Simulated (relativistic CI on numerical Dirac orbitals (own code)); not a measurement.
Cu³⁺: L2,3 absorption edge

Computed with this model: Dirac-Coulomb-Breit CI, separate exchange-only KLI orbitals for each configuration, a model potential for QED, multiplet model of core-to-valence dipole absorption, unscaled Slater integrals; configurations [Ar] 3d8 → [He] 2s2 2p5 3s2 3p6 3d9; 300 K; Lorentzian 0.4 eV and Gaussian 0.3 eV FWHM. Energies are those of the free ion, without screening or charge transfer. The branching ratio is the share of the lower-energy edge in the whole absorption, uncertain by about 0.02 where the edges overlap. S is read from ⟨S²⟩ = S(S + 1).

Field parameters in Wybourne normalisation: D4h B²₀ = −7Ds, B⁴₀ = 21(Dq − Dt), B⁴₄ = 21√(5/14) Dq. The field is a parameter set, without covalency.

Computed curve for D4h, 10Dq = 12800, Ds = 430, Dt = 840 cm⁻¹, scaled to 100 at the maximum (points under 2 are left out and the grid is thinned):

(Energy (eV), Intensity): (932.1, 2.2), (932.4, 2.9), (932.7, 4.0), (933.0, 6.2), (933.3, 11.1), (933.6, 26.7), (933.9, 75.4), (934.2, 100.0), (934.5, 92.1), (934.8, 72.0), (935.2, 56.0), (935.5, 37.1), (935.8, 23.1), (936.1, 15.3), (936.4, 18.2), (936.7, 17.0), (937.0, 17.8), (937.3, 18.2), (937.6, 22.5), (937.9, 21.6), (938.2, 23.1), (938.5, 14.3), (938.8, 6.2), (939.1, 3.2), (953.8, 2.4), (954.1, 6.0), (954.4, 14.9), (954.7, 16.2), (955.0, 12.3), (955.3, 5.6), (955.7, 5.6), (956.0, 13.0), (956.3, 27.2), (956.6, 31.6), (956.9, 23.3), (957.2, 12.1), (957.5, 5.3), (957.8, 3.2), (958.1, 3.6), (958.4, 2.4)

The ground state has S = 1.00, and the centroid lies at 939.63 eV.
